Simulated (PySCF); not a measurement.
PySCF input for NbO, SMILES [O]=[Nb] (connectivity only; charge and spin as stated), neutral, multiplicity 4, PBE0-D3(BJ)/def2-TZVPD. Coordinates come from a PBE0-D3(BJ)/def2-TZVPD optimisation. The multiplicity is an assumed one; other spin states were not compared. The def2 effective core potentials stand for the cores of Nb; spin–orbit coupling is left out.

```python
import numpy as np
from pyscf import gto, scf, dft, df
from pyscf.hessian import thermo

mol = gto.M(
    atom='''
    Nb    0.00000000    0.00000000   -0.27357961
    O     0.00000000    0.00000000    1.40209553
    ''',
    basis='def2-TZVPD',
    ecp={'Nb': 'def2-tzvp'},
    charge=0,
    spin=3,
    max_memory=1600,
    verbose=3,
)
mf = dft.UKS(mol, xc='pbe0').density_fit(auxbasis='def2-universal-jkfit')
mf.disp = 'd3bj'
mf.grids.level = 3
mf.conv_tol = 1e-11
mf.max_cycle = 100
mf.kernel()
fine, coarse = mf.grids, dft.Grids(mol).set(level=1).build(with_non0tab=True)
for _ in range(3):  # follow internal instabilities
    mf.grids = coarse
    mo, _, stable, _ = mf.stability(return_status=True, nroots=4)
    mf.grids = fine
    if stable:
        break
    mf.kernel(mf.make_rdm1(mo, mf.mo_occ))

# [left out here: the lines that compute and print the analytic Hessian (its translational invariance restored by hand, since the grid's response is missing), thermochemistry and intensities]
```

Program output:

```

WARN: HOMO -0.553754822410983 >= LUMO -0.632434946104946


WARN: HOMO 0.0385047094674644 >= LUMO 0.0150516042210747

converged SCF energy = -132.110882755488  <S^2> = 3.7755597  2S+1 = 4.0127595
<class 'pyscf.df.df_jk.DFUKS'> wavefunction is stable in the internal stability analysis

WARN: DFTD3 does not support analytical Hessian, using finite difference


WARN: Mole.unit (angstrom) is changed to Bohr

Mode                                 0
Irrep
Freq [cm^-1]                     1040.5084
Reduced mass [au]                  18.2140
Force const [Dyne/A]               11.6184
Char temp [K]                    1497.0600
Normal mode                   x     y     z
       0  Nb                 0.00  0.00 -0.04
       1   O                 0.00  0.00  0.23
temperature 298.1500 [K]
pressure 101325.00 [Pa]
Rotational constants [GHz] inf 13.18708 13.18708
Symmetry number 1
Zero-point energy (ZPE) 0.00237 [Eh]   6223.623 [J/mol]
                           tot       elec      trans        rot        vib
Entropy [J/mol/K]       238.593     11.526    167.244     59.491      0.332
Cv [J/mol/K]             22.187      0.000     12.472      8.314      1.401
Cp [J/mol/K]             30.502      0.000     20.786      8.314      1.401
Internal energy [J/mol]                      3718.434   2478.956   6306.280
Internal energy [Eh]   -132.10612  -132.11088
Enthalpy [J/mol]                             6197.391   2478.956   6306.280
Enthalpy [Eh]          -132.10518
Gibbs free energy [J/mol]                  -43666.416 -15258.152   6207.215
Gibbs free energy [Eh] -132.13227
mode   freq/cm-1   IR/(km/mol)
   1     1040.51       186.241
max |gradient| / (hartree/bohr): 1.6144632535121747e-05
APT charges: [ 0.8442 -0.8442]
```

The calculation finished and met its thresholds.
